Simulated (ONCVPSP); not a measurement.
# F: excitation energies, all-electron against ONCV

| Quantity | Value |
| --- | --- |
| Element | fluorine |
| Generator | ONCVPSP 4.0.1 |
| Type | optimised norm-conserving Vanderbilt (ONCV) |
| Functional | LDA (Perdew-Wang 92) |
| Relativity | non-relativistic |
| Frozen core | [He] |
| Valence charge | 7 |
| Reference configuration | 2s2 2p4.5 (charge +0.5) |
| Partial waves | 2s: rc 0.85 bohr, ncon 3, nbas 8, qcut 6.6 1/bohr, 2 projectors, debl 1.2 Ha; 2p: rc 0.95 bohr, ncon 4, nbas 8, qcut 16.5 1/bohr, 2 projectors, debl 1 Ha; d scattering state at 0.04 Ha: rc 0.70 bohr, ncon 4, nbas 7, qcut 12 1/bohr, 2 projectors, debl 3 Ha |
| Local potential | polynomial inside 0.45 bohr (lpopt 5, dvloc0 4 Ha) |
| Core correction | none |

In the s channel the program set the typed energies aside and used -1.391, 0.250 Ha.

Energies are relative to the spin-unpolarised reference configuration 2s2 2p4.5; without spin polarisation the order of configurations can differ from experiment.

| valence configuration | charge | ΔE all-electron (eV) | error AE − PS (meV) |
| --- | --- | --- | --- |
| 2s2 2p5 | 0 | -7.637 | +1.1 |
| 2s2 2p4 | +1 | 11.932 | +2.4 |
| 2s1 2p6 | 0 | 10.666 | +50 |

(1) What are ΔE and the potential's error for 2s2 2p3?

Answers

(1) ΔE = 50.461 eV all-electron; the error (AE − PS) is +39 meV.
